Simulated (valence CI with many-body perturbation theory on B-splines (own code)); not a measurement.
# P10+: key properties

Calculated by relativistic CI+MBPT: three valence electrons over a frozen Dirac-Fock core [He], a basis of 11 s, 11 p, 9 d, 7 f, 5 g, 2 h, 1 i functions for each j, with the one-electron correlation potential Σ1, the two-electron term Σ2, the three-electron term Σ3, Breit, model QED; selected CI, second order for the rest, scaled by the run's own slope (own B-spline code, finite nucleus).

No measured levels were compared; by estimate levels of excited configurations hold to 0.05 to 0.15 % of their energy, terms of the ground configuration to about 0.5 %.

Rates and lifetimes use the calculated energies. Strong lines usually hold to 10 to 20 %, long lifetimes can be off by a factor of two.

Q: What is the ground level?

A: 2s²2p ²P°_1/2, composition 97 % 2s²2p ²P° + 3 % 2p³ ²P°, g = 0.664.

Q: What are the static dipole polarisabilities of the lowest levels?

A: 2s²2p ²P°_1/2 0.0961; 2s²2p ²P°_3/2 0.0963 (tensor 0.0077) bohr³, of which the core gives 0.000194.

Q: How well does LS coupling describe the low levels?

A: Among the lowest 20 levels the leading LS term, summed over configurations, holds 99 % on average. For single configurations the figures are 97 % in LS and 76 % in jj coupling. Terms mix most in the J = 1/2 level at 50.03 eV, where the leading one holds 94 %.

Q: Among levels below 339.01 eV, which E1 lines absorb most strongly from the ground level?

A: to 2s²3d ²D_3/2 at 4.260 nm, f = 0.632; to 2s2p3p ²D_3/2 at 4.024 nm, f = 0.229; to 2s2p² ²P_1/2 at 23.42 nm, f = 0.0762.

Q: How is the term ²P° of the ground level split?

A: J = 1/2 at 0.00, J = 3/2 at 1.20 eV.
